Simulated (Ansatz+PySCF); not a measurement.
singlet CH₃I: levels of theory in one basis

```xyz
5

C     0.0000    0.0000   -1.9594
I     0.0000    0.0000    0.3534
H     0.0000   -1.1253   -2.3239
H    -0.9746    0.5627   -2.3239
H     0.9746    0.5627   -2.3239
```

Basis set: def2-SVP (spherical functions, with the set's core potentials past Kr). Correlated methods keep 5 orbitals frozen. Charge 0, multiplicity 1.

Computed with Ansatz (development build ahead of 0.2.0); each method stands on the lowest determinant of its kind that the runs found. NEVPT2 correlates all electrons outside the core potentials. Active spaces start from the frontier orbitals, and the lowest solution found is given.

```json
{"method": "RHF", "E − E(RHF) (eV)": "0.00", "<S²> of the determinant": "0.00"}
{"method": "RHF-MP2", "E − E(RHF) (eV)": "-7.44", "<S²> of the determinant": "–"}
{"method": "RHF-CCSD(T)", "E − E(RHF) (eV)": "-8.40", "<S²> of the determinant": "–"}
{"method": "CASSCF(2,2)", "E − E(RHF) (eV)": "-0.63", "<S²> of the determinant": "–"}
{"method": "SC-NEVPT2(2,2)", "E − E(RHF) (eV)": "-7.97", "<S²> of the determinant": "–"}
```

Q: What does RHF-CCSD give on the same scale?

A: -8.16 eV.

Q: Is a single determinant a sound starting point here?

A: By this sign, yes. Unrestricted orbitals gain 0.00 eV and <S²> is 0.00 against 0.00 for a pure state. The CASSCF(2,2) natural occupations are 1.93, 0.07.

Caution for CASSCF(2,2), SC-NEVPT2(2,2): other starts end on other solutions of this active space.
